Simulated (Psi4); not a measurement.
C4H6O4Zn (SMILES CC1[O][Zn]2([O]C(C)=[O]->2)<-[O]=1), singlet, geometry from GFN2-xTB (such geometries of metal compounds can be far from the true shape); BHHLYP/STO-3G run with Psi4.

Here is a job for Psi4.
```
memory 2 GB

molecule mol {
0 1
Zn   -0.002132   -0.000482   -0.000437
C     0.089346    2.304483   -2.972594
C     0.060097    1.381242   -1.789415
O    -0.468578    0.247963   -1.886493
O     0.551728    1.744349   -0.694034
H     0.963136    2.946011   -2.916376
H     0.081500    1.726112   -3.890972
H    -0.803953    2.925379   -2.938985
C    -0.087666   -2.304103    2.972939
C    -0.050014   -1.378961    1.791483
O    -0.993910   -0.578775    1.586527
O     0.919038   -1.411664    0.995697
H     0.923653   -2.519222    3.303369
H    -0.678114   -1.861066    3.768602
H    -0.559052   -3.233688    2.659424
}

set {
  basis sto-3g
  reference rks
  scf_type pk
  puream true
  d_convergence 1e-8
  dft_radial_points 99
  dft_spherical_points 590
}

energy('bhhlyp')
print_variables()
```

Problem. What does Psi4 print? Leave out banner, timings and long lists.

Solution. 
```
   => Loading Basis Set <=

    Name: STO-3G
    Role: ORBITAL
    Keyword: BASIS

         ---------------------------------------------------------
                                   SCF
               by Justin Turney, Rob Parrish, Andy Simmonett
                          and Daniel G. A. Smith
                              RKS Reference
         ---------------------------------------------------------

  ==> Geometry <==

    Molecular point group: c1
    Full point group: C1

    Geometry (in Angstrom), charge = 0, multiplicity = 1:

       Center              X                  Y                   Z               Mass
    ------------   -----------------  -----------------  -----------------  -----------------
         ZN          -0.002482992344    -0.000561545269    -0.000509036441    63.929142010000
         C            0.088995007656     2.304403454731    -2.972666036441    12.000000000000
         C            0.059746007656     1.381162454731    -1.789487036441    12.000000000000
         O           -0.468928992344     0.247883454731    -1.886565036441    15.994914619570
         O            0.551377007656     1.744269454731    -0.694106036441    15.994914619570
         H            0.962785007656     2.945931454731    -2.916448036441     1.007825032230
         H            0.081149007656     1.726032454731    -3.891044036441     1.007825032230
         H           -0.804303992344     2.925299454731    -2.939057036441     1.007825032230
         C           -0.088016992344    -2.304182545269     2.972866963559    12.000000000000
         C           -0.050364992344    -1.379040545269     1.791410963559    12.000000000000
         O           -0.994260992344    -0.578854545269     1.586454963559    15.994914619570
         O            0.918687007656    -1.411743545269     0.995624963559    15.994914619570
         H            0.923302007656    -2.519301545269     3.303296963559     1.007825032230
         H           -0.678464992344    -1.861145545269     3.768529963559     1.007825032230
         H           -0.559402992344    -3.233767545269     2.659351963559     1.007825032230

  Running in c1 symmetry.

  Rotational constants: A =      0.20665  B =      0.02172  C =      0.02172 [cm^-1]
  Rotational constants: A =   6195.27085  B =    651.28342  C =    651.27134 [MHz]
  Nuclear repulsion =  751.639638103091897

  Charge       = 0
  Multiplicity = 1
  Electrons    = 92
  Nalpha       = 46
  Nbeta        = 46

  ==> Algorithm <==

  SCF Algorithm Type is PK.
  DIIS enabled.
  MOM disabled.
  Fractional occupation disabled.
  Guess Type is SAD.
  Energy threshold   = 1.00e-06
  Density threshold  = 1.00e-08
  Integral threshold = 1.00e-12

  ==> Primary Basis <==

  Basis Set: STO-3G
    Blend: STO-3G
    Number of shells: 38
    Number of basis functions: 64
    Number of Cartesian functions: 65
    Spherical Harmonics?: true
    Max angular momentum: 2

  ==> DFT Potential <==

   => LibXC <=

    Version 7.1.2
    S. Lehtola, C. Steigemann, M. J. T. Oliveira, and M. A. L. Marques,  SoftwareX 7, 1–5 (2018) (10.1016/j.softx.2017.11.002)

   => Composite Functional: BHANDHLYP <=

    BHandHLYP Hyb-GGA Exchange-Correlation Functional

    A. D. Becke,  J. Chem. Phys. 98, 1372 (1993) (10.1063/1.464304)
    Defined through Gaussian implementation.

    Deriv               =              1
    GGA                 =           TRUE
    Meta                =          FALSE

    Exchange Hybrid     =           TRUE
    MP2 Hybrid          =          FALSE

   => Exchange Functionals <=

    0.5000         Becke 88

   => Exact (HF) Exchange <=

    0.5000               HF

   => Correlation Functionals <=

    1.0000   Lee, Yang & Parr

   => LibXC Density Thresholds  <==

    XC_HYB_GGA_XC_BHANDHLYP:  1.00E-15

   => Molecular Quadrature <=

    Radial Scheme          =       TREUTLER
    Pruning Scheme         =           NONE
    Nuclear Scheme         =       TREUTLER

[...]

   @RKS iter SAD: -2204.48601590728640   -2.20449e+03   0.00000e+00
   @RKS iter   1: -2207.79527288732652   -3.30926e+00   1.73626e-02 ADIIS/DIIS
   @RKS iter   2: -2161.73635498973954    4.60589e+01   8.82101e-02 ADIIS/DIIS
   @RKS iter   3: -2199.14877504115111   -3.74124e+01   6.00415e-02 ADIIS/DIIS
   @RKS iter   4: -2208.77867023348063   -9.62990e+00   9.76483e-03 ADIIS/DIIS
   @RKS iter   5: -2209.18180834833038   -4.03138e-01   5.05881e-03 ADIIS/DIIS
   @RKS iter   6: -2209.26112899560394   -7.93206e-02   1.03028e-03 ADIIS/DIIS
   @RKS iter   7: -2209.26588052488114   -4.75153e-03   1.25924e-03 ADIIS/DIIS
   @RKS iter   8: -2209.27041301934196   -4.53249e-03   9.56819e-04 ADIIS/DIIS
   @RKS iter   9: -2209.27478166613446   -4.36865e-03   7.17574e-04 ADIIS/DIIS
   @RKS iter  10: -2209.27556387714776   -7.82211e-04   5.42706e-04 ADIIS/DIIS
   @RKS iter  11: -2209.27590164991261   -3.37773e-04   4.34024e-04 ADIIS/DIIS
   @RKS iter  12: -2209.27648407035713   -5.82420e-04   4.92908e-05 DIIS
   @RKS iter  13: -2209.27650531279141   -2.12424e-05   2.63945e-05 DIIS
   @RKS iter  14: -2209.27650760887309   -2.29608e-06   2.03870e-06 DIIS
   @RKS iter  15: -2209.27650762781877   -1.89457e-08   8.43832e-07 DIIS
   @RKS iter  16: -2209.27650763774318   -9.92441e-09   6.67858e-07 DIIS
   @RKS iter  17: -2209.27650765086446   -1.31213e-08   6.12698e-07 DIIS
   @RKS iter  18: -2209.27650766373154   -1.28671e-08   5.46035e-07 DIIS
   @RKS iter  19: -2209.27650769199818   -2.82666e-08   1.72002e-07 DIIS
   @RKS iter  20: -2209.27650769336742   -1.36924e-09   6.64344e-08 DIIS
   @RKS iter  21: -2209.27650769355660   -1.89175e-10   3.87294e-08 DIIS
   @RKS iter  22: -2209.27650769358524   -2.86491e-11   3.54230e-08 DIIS
   @RKS iter  23: -2209.27650769359434   -9.09495e-12   1.59253e-08 DIIS
   @RKS iter  24: -2209.27650769360116   -6.82121e-12   1.06395e-08 DIIS
   @RKS iter  25: -2209.27650769360662   -5.45697e-12   5.39488e-09 DIIS
  Energy and wave function converged.

  ==> Post-Iterations <==

   Electrons on quadrature grid:
      Ntotal   =   92.0000045500 ; deviation = 4.550e-06

    Orbital Energies [Eh]
    ---------------------

    Doubly Occupied:

[...]
      46A     -0.040479

    Virtual:

[...]
    Final Occupation by Irrep:
              A
    DOCC [    46 ]
    NA   [    46 ]
    NB   [    46 ]

  @RKS Final Energy: -2209.27650769360662

   => Energetics <=

    Nuclear Repulsion Energy =            751.6396381030918974
    One-Electron Energy =               -4572.8390345227226135
    Two-Electron Energy =                1678.6146405943165973
    DFT Exchange-Correlation Energy =     -66.6917518682927835
    Empirical Dispersion Energy =           0.0000000000000000
    VV10 Nonlocal Energy =                  0.0000000000000000
    Total Energy =                      -2209.2765076936070727

Computation Completed

Properties will be evaluated at   0.000000,   0.000000,   0.000000 [a0]

Properties computed using the SCF density matrix

 Multipole Moments:

 ------------------------------------------------------------------------------------
     Multipole            Electronic (a.u.)      Nuclear  (a.u.)        Total (a.u.)
 ------------------------------------------------------------------------------------

 L = 1.  Multiply by 2.5417464519 to convert [e a0] to [Debye]
 Dipole X            :          0.0451402           -0.0609990           -0.0158589
 Dipole Y            :          0.0102103           -0.0137991           -0.0035888
 Dipole Z            :          0.0092608           -0.0125125           -0.0032518
 Magnitude           :                                                    0.0165818

 ------------------------------------------------------------------------------------

  Variable Map:
  ----------------------------------------------------------------------------
[...]
  Array Variable Map:
  ----------------------------------------------------------------------------
[...]
[...]
```
